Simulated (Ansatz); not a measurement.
`CC(C)[NH][Ti]([OH])([OH])[OH]` + H₂ → `CCC` + `[NH2][Ti]([OH])([OH])[OH]`  (hydrogenolysis of a C–N bond)

Isolated molecules relaxed with PBE0-D4/def2-TZVP in Ansatz; ΔE leaves out vibrations. CBS: MP2 limit from def2 TZ/QZ plus the TZ coupled-cluster correction, frozen cores. This one scheme is used for every species. DFT in def2-TZVPP. B3LYP here is the variant with VWN-RPA as its local correlation; programs differ in this. For Ti outer-core shells are correlated without core-valence functions, which leaves a few kJ/mol of doubt a bond. Scalar relativity is left out up to krypton. One conformer a species, not always the lowest.

Problem. Is it downhill or uphill in electronic energy at CCSD(T)/CBS, and by how much? (An estimate is asked.)

Solution. The calculation gave: Downhill: ΔE = -70.0 kJ/mol.

Problem. What do these levels give: PBE-D4, B3LYP-D4, ωB97X-V, revPBE, CCSD/def2-SVP, HF/def2-TZVPP? (An estimate is asked.)

Solution. The calculation gave: PBE-D4 -70.4, B3LYP-D4 -74.4, ωB97X-V -76.3, revPBE -92.5, CCSD/def2-SVP -62.7, HF/def2-TZVPP -109.3 kJ/mol.

Largest T1 diagnostic among the species: 0.024, so the coupled-cluster value is less sure than usual.

The D4 term adds +20.1 kJ/mol with B3LYP and +11.8 kJ/mol with PBE0; it sums over pairs of atoms, weighted by their polarisabilities, and B3LYP, whose exchange is more repulsive, gets the larger term. Leaving LDA and LC-ωPBE aside and taking each functional with its dispersion term where it has one, the values, not all of them listed here, spread over 20.3 kJ/mol, from B2PLYP to revPBE-D4. LDA lies +20.1 kJ/mol from PBE without D4.
